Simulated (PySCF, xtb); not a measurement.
Se(Cl)(GeH3) (ClGeH3Se), SMILES [Se]([GeH3])Cl.

Harmonic wavenumbers (cm⁻¹) from GFN2-xTB run with xtb at its own minimum, in rising order: 75, 85, 264, 382, 457, 459, 723, 808, 840, 1928, 2011, 2039.

Task: What does B3LYP-D3(BJ)/def2-SVP run with PySCF give at its own minimum? (Estimate from the structure and the level; the computed values follow.)

Result: 102, 120, 274, 386, 524, 536, 806, 858, 880, 2130, 2152, 2154. Paired by order, the mean absolute difference is 71 cm⁻¹ and the zero-point energies are 14.4 and 15.6 kcal/mol.
